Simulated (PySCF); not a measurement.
# Spinor energies of Sb⁴⁹⁺ (antimony, charge +49)

Start: 1s2. Calculated with PySCF 2.14 in an uncontracted even-tempered set (15 s from 110 bohr⁻², ratio 2.4; 10 p from 150 bohr⁻², ratio 2.4; 3 d from 460 bohr⁻², ratio 2.6; 3 f from 690 bohr⁻², ratio 2.6): generalised Hartree-Fock with the X2C-1e Hamiltonian and a Gaussian nucleus; one run each with spin-orbit coupling (SO) switched off, then screened by Boettger's factors.

| spinor shell | electrons | ε, spin-free (eV) | ε, screened SO (eV) | weight of nominal j (screened SO) | rms radius, screened SO (bohr) |
| --- | --- | --- | --- | --- | --- |
| 1s1/2 | 2 | -35769.9 | -35769.9 | 1.000 | 0.0323 |

```
   quantity    spin-free  screened SO
E (hartree)  -2663.31429  -2663.31429
        M_J            0            0
       ⟨J²⟩        0.000        0.000
       ⟨L²⟩        0.000        0.000
       ⟨S²⟩        0.000        0.000
```

Breit and QED terms are absent; they matter most for the inner s and p1/2 levels.

Densities and radii are taken from the X2C orbitals without a picture-change correction, which distorts them close to the nucleus.

Without spin-orbit coupling the j labels of p, d and f shells carry no meaning; the spin-free column gives the mean over the occupied spinors of each nl shell.
